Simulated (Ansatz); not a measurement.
Total energies of CH₃BFNO (`NC1(F)BO1`).

```xyz
8

N     0.3222   -1.1975    0.1732
C     0.1453    0.1780    0.1784
F     0.8803    0.8276    1.1380
B    -0.8620    0.9698   -0.6209
O     0.3763    0.8427   -1.1033
H    -0.2799   -1.6613    0.8369
H     1.2873   -1.4665    0.3250
H    -1.8696    1.5073   -0.9272
```

The species carries charge 0 and has multiplicity 1. All single points use the PBE0-D4/def2-TZVP geometry. It is one conformer, not always the lowest. Basis def2-TZVPP, Ansatz 0.2.0.

RPA on PBE orbitals: Hartree–Fock energy of these orbitals -293.10121 Eh, correlation -1.46372 Eh (frozen core).

```
             functional  energy without D4 (Eh)  D4 term (kJ/mol)
                    PBE              -294.37192             -12.0
                 revPBE              -294.60406             -43.8
                   BLYP              -294.63582             -27.7
                 B97M-V              -294.63742                 –
                   PBE0              -294.37673              -9.9
                r2SCANh              -294.53170              -3.0
                r2SCAN0              -294.50759              -3.3
HSE06 (plane-wave form)              -294.36298              -9.1
                  BHLYP              -294.54992             -13.2
              CAM-B3LYP              -294.59013              -9.8
                LC-ωPBE              -294.51633                 –
                ωB97X-V              -294.60260                 –
                 B2PLYP              -294.49274                 –
               PBE-QIDH              -294.33244                 –
```

(1) Give the same for LDA (SPW92), r2SCAN, B3LYP, ωB97M-V. (Best estimate.)

B3LYP takes the VWN-RPA correlation (the form of Gaussian; ORCA's B3LYP/G). HSE06 is the plane-wave form, built on full-range PBE exchange. The double hybrids freeze the cores in their second-order part.

## Answers

(1) Computed: 
| functional | energy without D4 (Eh) | D4 term (kJ/mol) |
| --- | --- | --- |
| LDA (SPW92) | -292.45292 | – |
| r2SCAN | -294.54858 | -2.9 |
| B3LYP | -294.69949 | -19.3 |
| ωB97M-V | -294.60821 | – |

LC-ωPBE has ω = 0.4 bohr⁻¹.
